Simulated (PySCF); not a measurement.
C₂H₃Cl₂FSi, SMILES C(/F)([SiH2]Cl)=C\Cl.

Geometry: PBE0-D3(BJ)/def2-SVP. The structure was generated by enumeration; whether it is a known compound was not checked. One conformer was computed; it need not be the lowest.

Two levels are set side by side: TDA-PBE/def2-SVPD (PySCF) and TDA-CAM-B3LYP/def2-SVPD (PySCF). Vertical, same geometry. The lowest singlet is HOMO→LUMO 72 %, HOMO→LUMO+2 12 % with PBE and HOMO→LUMO 90 % with the other functional; states are paired by order. Differences are taken from unrounded values.

| quantity | TDA-CAM-B3LYP |
|---|---|
| lowest singlet excitation (eV) | 6.07 |
| lowest triplet excitation (TDA) (eV) | 3.63 |
| first bright state (f over 0.05) (eV) | 6.07 |
| its oscillator strength | 0.25 |

**Question.** What does TDA-PBE give, and how far is it from TDA-CAM-B3LYP? (Estimate from the structure and the level; the computed values follow.)

**Answer.** 
```csv
quantity,TDA-PBE,TDA-PBE minus TDA-CAM-B3LYP
lowest singlet excitation (eV),5.20,-0.88
lowest triplet excitation (TDA) (eV),3.57,-0.07
first bright state (f over 0.05) (eV),5.20,-0.88
its oscillator strength,0.14,-0.12
```

Functionals without exact exchange tend to place singlet excitations lower, as here. Differences between two approximate levels are no errors against the true value.

Rough cost on one machine, each run with all the roots and properties that it gave: TDA-CAM-B3LYP against TDA-PBE about 4 times.
